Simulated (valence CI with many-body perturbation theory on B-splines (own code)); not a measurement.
**Cr²⁺: calculated level list**

Computed by relativistic CI+MBPT: four valence electrons over a frozen Dirac-Fock core [Ar], a basis of 7 s, 7 p, 8 d, 6 f, 4 g, 1 h functions for each j, with the one-electron correlation potential Σ1 (screened to all orders), the two-electron term Σ2, the three-electron term Σ3, Breit, model QED; selected single and double excitations, second order for the rest (own B-spline code, finite nucleus).

Set against measurement, 67 paired levels are off by 1793 cm⁻¹ on average, the worst by 4071. These come from a selection out of Sugar and Corliss, J. Phys. Chem. Ref. Data 6, 317 (1977). Levels without a partner in it may be off by more, other configurations by 1,000 to 8,000 cm⁻¹. Among the levels kept, up to 440 cm⁻¹ of a level comes from second order outside the variational space, and about a tenth of that is noise between levels of different J, which matters for small intervals.

Levels 46 to 90 of 234, with energies above the lowest level, 3d⁴ ⁵D_0. "Leading %" is the weight of the configuration and term that name the level; weights of strongly mixed levels are sums over their largest components and can fall short. Lifetimes count E1, E2, E3, M1 and M2 decay at the calculated energies, and are blank where another channel may lead or the interval is too uncertain; long ones can be off by a factor of two.

| No. | Configuration | Term | J | E (cm⁻¹) | Leading % | Lifetime | Second component | g |
| --- | --- | --- | --- | --- | --- | --- | --- | --- |
| 46 | 3d³4s | ³G | 5 | 62811 | 97 | 13.2 ms |  | 1.199 |
| 47 | 3d⁴ | ¹D | 2 | 65971 | 95 | 34.3 ms |  | 1.000 |
| 48 | 3d³4s | ¹G | 4 | 66244 | 92 | 10.5 ms | 5 % 3d³4s ³H | 0.989 |
| 49 | 3d³4s | ³P | 0 | 66867 | 97 | 14.7 ms |  |  |
| 50 | 3d³4s | ³P | 1 | 67059 | 91 | 14.2 ms | 5 % 3d³4s ³D | 1.441 |
| 51 | 3d³4s | ³P | 2 | 67359 | 89 | 7.34 ms | 8 % 3d³4s ³D | 1.472 |
| 52 | 3d³4s | ³P | 1 | 67495 | 93 | 7.35 ms |  | 1.463 |
| 53 | 3d³4s | ³P | 2 | 67580 | 88 | 13.6 ms | 9 % 3d³4s ³D | 1.470 |
| 54 | 3d³4s | ³P | 0 | 67614 | 97 | 7.26 ms |  |  |
| 55 | 3d³4s | ³H | 4 | 67789 | 92 | 8.37 ms | 5 % 3d³4s ¹G | 0.811 |
| 56 | 3d³4s | ³H | 5 | 67826 | 97 | 8.23 ms |  | 1.034 |
| 57 | 3d³4s | ³H | 6 | 67954 | 98 | 8.15 ms |  | 1.167 |
| 58 | 3d³4s | ³D | 1 | 68329 | 86 |  | 8 % 3d³4s ³P | 0.603 |
| 59 | 3d³4s | ³D | 2 | 68659 | 81 |  | 15 % 3d³4s ³P | 1.224 |
| 60 | 3d³4s | ³D | 3 | 68701 | 98 | 8.66 ms |  | 1.334 |
| 61 | 3d³4s | ¹P | 1 | 70998 | 93 | 16.1 ms |  | 0.995 |
| 62 | 3d³4s | ¹H | 5 | 71391 | 97 | 7.62 ms |  | 1.000 |
| 63 | 3d³4s | ¹D | 2 | 72287 | 95 | 9.78 ms |  | 1.003 |
| 64 | 3d³4s | ³F | 4 | 81328 | 98 | 3.55 ms |  | 1.250 |
| 65 | 3d³4s | ³F | 3 | 81437 | 98 | 3.54 ms |  | 1.083 |
| 66 | 3d³4s | ³F | 2 | 81521 | 98 | 3.53 ms |  | 0.666 |
| 67 | 3d³4s | ¹F | 3 | 84819 | 97 | 7.26 ms |  | 1.000 |
| 68 | 3d⁴ | ¹S | 0 | 85343 | 95 | 43.4 ms |  |  |
| 69 | 3d³4p | ⁵G° | 2 | 89696 | 97 | 2.79 ns |  | 0.333 |
| 70 | 3d³4p | ⁵G° | 3 | 89954 | 97 | 2.77 ns |  | 0.917 |
| 71 | 3d³4p | ⁵G° | 4 | 90291 | 97 | 2.74 ns |  | 1.150 |
| 72 | 3d³4p | ⁵G° | 5 | 90701 | 97 | 2.71 ns |  | 1.267 |
| 73 | 3d³4p | ⁵G° | 6 | 91186 | 97 | 2.67 ns |  | 1.334 |
| 74 | 3d³4p | ³D° | 1 | 92067 | 58 | 1.36 ns | 31 % 3d³4p ⁵F° | 0.426 |
| 75 | 3d³4p | ³D° | 2 | 92316 | 43 | 1.15 ns | 28 % 3d³4p ⁵F° | 1.207 |
| 76 | 3d³4p | ⁵D° | 0 | 92602 | 97 | 709 ps |  |  |
| 77 | 3d³4p | ⁵D° | 3 | 92652 | 53 | 927 ps | 22 % 3d³4p ⁵F° | 1.405 |
| 78 | 3d³4p | ⁵D° | 1 | 92699 | 83 | 760 ps | 14 % 3d³4p ⁵F° | 1.281 |
| 79 | 3d³4p | ⁵D° | 2 | 92866 | 56 | 878 ps | 40 % 3d³4p ⁵F° | 1.290 |
| 80 | 3d³4p | ⁵F° | 1 | 92984 | 53 | 1.31 ns | 38 % 3d³4p ³D° | 0.290 |
| 81 | 3d³4p | ⁵D° | 4 | 93041 | 83 | 768 ps | 14 % 3d³4p ⁵F° | 1.479 |
| 82 | 3d³4p | ⁵F° | 3 | 93078 | 67 | 1.04 ns | 29 % 3d³4p ⁵D° | 1.326 |
| 83 | 3d³4p | ³D° | 2 | 93191 | 53 | 1.24 ns | 29 % 3d³4p ⁵F° | 1.168 |
| 84 | 3d³4p | ⁵F° | 4 | 93321 | 83 | 1.17 ns | 13 % 3d³4p ⁵D° | 1.368 |
| 85 | 3d³4p | ³D° | 3 | 93536 | 75 | 1.28 ns | 14 % 3d³4p ⁵D° | 1.350 |
| 86 | 3d³4p | ⁵F° | 5 | 93586 | 95 | 1.32 ns |  | 1.396 |
| 87 | 3d³4p | ³G° | 3 | 95551 | 96 | 1.15 ns |  | 0.752 |
| 88 | 3d³4p | ³G° | 4 | 95809 | 96 | 1.15 ns |  | 1.053 |
| 89 | 3d³4p | ³G° | 5 | 96129 | 94 | 1.15 ns |  | 1.205 |
| 90 | 3d³4p | ³F° | 2 | 97166 | 96 | 1.24 ns |  | 0.667 |

Names give the largest LS component (configuration and term), which can be under half, so a name can repeat, a term be missing and a line seem to break the LS rules; names also repeat where a configuration has a term twice.

Where two levels of one J and parity lie close, their mixing, g and order are uncertain.
